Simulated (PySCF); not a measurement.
Computed IR spectrum (relative IR intensity) of a molecule C₄H₆Ge. Coordinates come from a PBE0-D3(BJ)/def2-SVP optimisation. Other conformers were not sampled. All values below come from PBE0-D3(BJ)/def2-SVP (PySCF). Frequencies are harmonic and unscaled.

Lines under 2 % of the strongest are left out, and lines within 2 cm⁻¹ are merged.

```csv
ν (cm⁻¹),relative intensity
239,2.7
420,12
430,2.8
567,8.8
639,4.0
647,24
682,18
686,17
831,100
878,15
890,14
964,17
1417,4.7
2159,46
2168,57
2170,49
3490,46
```

Q: Which structure fits?
A. C#C/C=[CH]/[GeH3]
B. C#C[C](=C)[GeH3]
C. C1=[CH][GeH2][CH]=C1

A: B, C#C[C](=C)[GeH3]
